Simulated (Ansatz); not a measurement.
Species: C3H9N, SMILES `CCNC` (C–C–N–C torsion 64°) (charge 0, multiplicity 1), formula C3H9N.

Q: How many basis functions does frozen-core CCSD(T)/cc-pVTZ // B3LYP-D3(BJ)/def2-TZVP (Ansatz, a first-principles code) use, how many core orbitals are frozen, and how many electrons are correlated?

A: 246 basis functions and 4 frozen orbitals, which leaves 26 correlated electrons. Core time is of the order of minutes.
